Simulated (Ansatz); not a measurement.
Reaction (silylene loss): `F[SiH2]B[SiH3]` → `B[SiH2]F` + `[SiH2]`

Gas-phase electronic energies from Ansatz, PBE0-D4/def2-TZVP geometries. CBS: MP2 limit from def2 TZ/QZ plus the TZ coupled-cluster correction, frozen cores. This one scheme is used for every species. Functionals use def2-TZVPP. B3LYP here is the variant with VWN-RPA as its local correlation; programs differ in this. Each species was taken in one conformer, which may not be the lowest.

CCSD(T)/CBS gives +2.36 eV.

Question: Another level gave +2.30 eV. Which?
A. B3LYP/def2-TZVPP
B. PBE-D4/def2-TZVPP
C. LC-ωPBE/def2-TZVPP
D. SCS-MP2/def2-TZVPP

Answer: D. SCS-MP2/def2-TZVPP 2.30, LC-ωPBE 2.57, PBE-D4 2.52, B3LYP 2.21 eV.

Largest T1 diagnostic among the species: 0.014.

The D4 term adds +0.12 eV with B3LYP and +0.07 eV with PBE0; it sums over pairs of atoms, weighted by their polarisabilities, and B3LYP, whose exchange is more repulsive, gets the larger term. In def2-TZVPP, CCSD(T) changes the Hartree–Fock value by +0.22 eV (the triples alone add +0.05 eV) and MP2 by +0.35 eV. Leaving LDA and LC-ωPBE aside and taking each functional with its dispersion term where it has one, the values, not all of them listed here, spread over 0.37 eV, from BLYP-D4 to r2SCAN-D4. LDA lies +0.36 eV from PBE without D4.
